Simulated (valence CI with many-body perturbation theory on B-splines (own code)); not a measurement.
**Hf XXXIII: what each term of the Hamiltonian does**

Calculated by relativistic CI+MBPT: four valence electrons over a frozen Dirac-Fock core [Kr], radial functions for each j: 9 s, 9 p, 10 d, 8 f, 5 g, 3 h, 1 i, with the one-electron correlation potential Σ1, the two-electron term Σ2, the three-electron term Σ3, Breit, model QED; selected CI, second order for the rest (own B-spline code, finite nucleus).

The last digits are not significant, and no measured levels were compared; by estimate large intervals hold to a few tenths of a per cent, small ones and those within an open d or f shell to about a per cent. Only levels of the ground parity were solved; by the run's estimate the other parity begins above the list, which can be wrong where configurations are misplaced.

Each rung adds one term. CI alone is the Dirac-Coulomb CI over the frozen core; QED comes last and gives the full result, which names the levels. Energies are above (4d3/2^4) J=0 on the same rung, in cm⁻¹.

Levels are named by their leading jj configuration (3d3/2^4 stands for four electrons in 3d with j = 3/2), which in mixed levels can hold well under half, so a name can repeat and another be missing. Letters in brackets count levels of one name in rising energy.

| Level | CI alone | Σ1 | Σ2 | Σ3 | Breit | QED | Full |
| --- | --- | --- | --- | --- | --- | --- | --- |
| (4d3/2^3 4d5/2) J=1 | 97801 | +685 | +187 | +724 | -2655 | +333 | 97076 |
| (4d3/2^3 4d5/2) J=2 | 137883 | +798 | -1152 | +276 | -3312 | +376 | 134869 |
| (4d3/2^3 4d5/2) J=4 | 140205 | +726 | -2508 | -289 | -3497 | +333 | 134971 |
| (4d3/2^3 4d5/2) J=3 | 151006 | +786 | -2189 | -223 | -3322 | +363 | 146421 |
| (4d3/2^2 4d5/2^2) J=0 [a] | 224013 | +1348 | +935 | +56 | -5053 | +653 | 221952 |
| (4d3/2^2 4d5/2^2) J=2 [a] | 232213 | +1284 | -940 | +297 | -4989 | +618 | 228484 |
| (4d3/2^2 4d5/2^2) J=4 [a] | 235956 | +1400 | -1556 | +426 | -5990 | +666 | 230902 |
| (4d3/2^2 4d5/2^2) J=3 [a] | 240742 | +1374 | -1945 | +40 | -5532 | +654 | 235332 |
| (4d3/2^2 4d5/2^2) J=5 | 257981 | +1412 | -3777 | -137 | -6338 | +657 | 249799 |
| (4d3/2^2 4d5/2^2) J=1 | 263261 | +1410 | -1186 | -79 | -5481 | +671 | 258596 |
| (4d3/2^2 4d5/2^2) J=6 | 270061 | +1438 | -4842 | -126 | -6940 | +661 | 260252 |
| (4d3/2^2 4d5/2^2) J=3 [b] | 280654 | +1380 | -3678 | -730 | -5728 | +648 | 272547 |
| (4d3/2^2 4d5/2^2) J=4 [b] | 281938 | +1428 | -3618 | -1171 | -6254 | +666 | 272990 |
| (4d3/2^2 4d5/2^2) J=2 [b] | 283438 | +1412 | -2821 | -526 | -5808 | +667 | 276362 |
| (4d3/2^2 4d5/2^2) J=2 [c] | 317136 | +1413 | -266 | -929 | -5481 | +672 | 312544 |
| (4d3/2^2 4d5/2^2) J=4 [c] | 331022 | +1546 | -3804 | -813 | -6272 | +718 | 322396 |
| (4d3/2^2 4d5/2^2) J=2 [d] | 364622 | +1497 | -3422 | -1710 | -5730 | +704 | 355960 |
| (4d3/2 4d5/2^3) J=4 [a] | 368836 | +1935 | -1618 | -655 | -7939 | +935 | 361494 |
| (4d3/2 4d5/2^3) J=3 [a] | 367564 | +2026 | -491 | -351 | -7966 | +976 | 361759 |
| (4d3/2 4d5/2^3) J=1 [a] | 381731 | +2017 | -65 | -874 | -7701 | +976 | 376084 |
| (4d3/2 4d5/2^3) J=5 | 387924 | +2095 | -2716 | -486 | -8987 | +995 | 378825 |
| (4d3/2 4d5/2^3) J=6 | 393520 | +2110 | -3948 | -318 | -9379 | +991 | 382976 |
| (4d3/2^2 4d5/2^2) J=0 [b] | 391848 | +1706 | +277 | -1511 | -6467 | +821 | 386675 |
| (4d3/2 4d5/2^3) J=2 [a] | 409335 | +2038 | -917 | -716 | -8044 | +978 | 402674 |
| (4d3/2 4d5/2^3) J=3 [b] | 417575 | +2065 | -2512 | -1394 | -8369 | +984 | 408350 |
| (4d3/2 4d5/2^3) J=0 | 451405 | +1912 | -4099 | -4145 | -7185 | +902 | 438789 |
| (4d3/2 4d5/2^3) J=3 [c] | 457601 | +2095 | -2705 | -1696 | -8179 | +995 | 448111 |
| (4d3/2 4d5/2^3) J=1 [b] | 456427 | +2067 | -2051 | -1607 | -7663 | +988 | 448161 |
| (4d3/2 4d5/2^3) J=4 [b] | 463637 | +2087 | -2601 | -1807 | -8444 | +987 | 453859 |
| (4d3/2 4d5/2^3) J=2 [b] | 473704 | +2104 | -3507 | -2249 | -8094 | +995 | 462951 |
| (4d5/2^4) J=4 | 518121 | +2712 | +922 | -1217 | -10849 | +1313 | 511002 |

The middle columns are the shifts that each term adds.

Q: How does the ionisation energy move along the ladder, and which term matters most?

A: CI alone 1308.7, + Σ1 1311.4, + Σ2 1313.7, + Σ3 1313.7, + Breit 1312.9, + QED 1313.0 eV. The largest step is Σ1, 2.7 eV. NIST lists 1311 ± 4 eV (theoretical).
